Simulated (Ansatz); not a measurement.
Isomers of C2H5NSi

3 of its isomers, all singlets with charge 0: A = `N#CC[SiH3]`; B = `C#C[SiH2]N`; C = `C[SiH2]C#N`.

Shapes, held fixed at every level: PBE0-D4/def2-TZVP. Flexible molecules stand in one conformer, not always the lowest. Programs: Ansatz 0.2.0.

A:

```xyz
9

N     2.6893   -0.4161   -0.1448
C     1.6511    0.0620   -0.2773
C     0.3279    0.6222   -0.4173
Si   -0.9889   -0.4674    0.4141
H     0.0863    0.7308   -1.4785
H     0.3031    1.6199    0.0301
H    -2.3055    0.1895    0.2158
H    -0.9868   -1.8068   -0.2200
H    -0.6881   -0.5801    1.8608
```

B:

```xyz
9

C     0.0135    0.6087   -2.3441
C     0.2086    0.4593   -1.1621
Si    0.4882    0.2177    0.6366
N    -0.5933   -0.8638    1.4073
H    -0.1566    0.7425   -3.3879
H     0.3464    1.5467    1.2769
H     1.8624   -0.3153    0.7911
H    -0.5276   -1.8512    1.2180
H    -1.5532   -0.5911    1.5471
```

C:

```xyz
9

C    -0.6720    0.9311   -0.4975
Si   -0.1468   -0.5546    0.4883
C     1.6383   -0.9101    0.1298
N     2.7473   -1.1124   -0.1076
H    -0.5541    0.7461   -1.5668
H    -0.0728    1.8034   -0.2298
H    -1.7219    1.1604   -0.3009
H    -0.8933   -1.7794    0.1170
H    -0.2364   -0.3308    1.9503
```

Electronic energies in kJ/mol, without zero-point or thermal terms.

```
               level                    kind  B − A  C − A
       HF/def2-TZVPP            Hartree–Fock  +31.0  -55.6
r2SCAN-D4/def2-TZVPP                meta-GGA  +27.2  -55.0
  PBE0-D4/def2-TZVPP           global hybrid  +32.7  -50.4
  wB97M-V/def2-TZVPP  range-separated hybrid  +25.3  -57.2
  wB97X-V/def2-TZVPP  range-separated hybrid  +35.4  -53.9
        MP2/def2-SVP     perturbation theory  +63.1  -49.4
     CCSD/def2-TZVPP   coupled cluster or CI  +29.3  -57.3
CCSD(T)/CBS estimate   coupled cluster or CI  +17.4  -59.3
```

The highest level, CCSD(T)/CBS estimate, puts C lowest of these. All levels agree on that. The B − A difference spans +17.4 to +63.1 kJ/mol over the levels. The CBS estimate extrapolates MP2 from def2-TZVPP and def2-QZVPP and adds CCSD(T) − MP2 in the triple-zeta set, cores frozen.
